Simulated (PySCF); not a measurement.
**Calculated NMR data**

Theory: structure optimised with GFN2-xTB, σ from GIAO-PBE0/pcSseg-1, couplings computed with B3LYP/pcJ-1, in PySCF (isolated molecule, single conformer, no relativistic terms, equivalent nuclei averaged).

δ = σ(ref) − σ, references computed at the same level: ¹H (31.72 ppm), ¹³C (186.93 ppm) against TMS. Multiplet labels drop J under 1 Hz and among equivalent protons, and merge close values. Unscaled 3J(H,H) run several per cent high. Splittings of carbon signals by F and P are missing where no couplings were computed. Where no couplings were computed, multiplicities follow the n + 1 count of equivalent neighbours, and m marks all less simple cases (inequivalent or close neighbours, rings, F or P nearby). Shifts are as computed. Against solution values, carbons near 30 ppm lie about +3 ppm off and those near 130 ppm about +5 ppm. Of 1211 compounds with measured shifts, 218 miss one by over three times the rms of a fit or turn the order of signals round; such compounds aren't used in these exercises.

Compound 1 (C9H13P). ¹H NMR (600 MHz, computed): δ 8.70 (m, 1H), 2.83 (m, 3H), 2.57 (s, 3H), 2.44 (s, 3H), 2.40 (s, 3H). ¹³C{¹H} NMR (computed): δ 174.2 (C), 163.7 (CH), 146.0 (C), 144.7 (C), 142.5 (C), 28.9 (CH3), 28.0 (CH3), 20.7 (CH3), 20.4 (CH3). Structure: SMILES c1c(C)c(C)c(C)c(C)p1.

Compound 2 (CO). ¹³C{¹H} NMR (computed): δ 204.1. Structure: `InChI=1S/CO/c1-2`.

Compound 3 (C4H10OSi2). ¹H NMR (600 MHz, computed): δ 5.25 (q, 2H), 5.17 (s, 2H), 2.10 (s, 3H), 0.39 (t, 3H). ¹³C{¹H} NMR (computed): δ 112.3 (C), 86.7 (C), 6.0 (CH3), 0.2 (CH3). Structure: SMILES [SiH2](C#CC)O[SiH2]C.
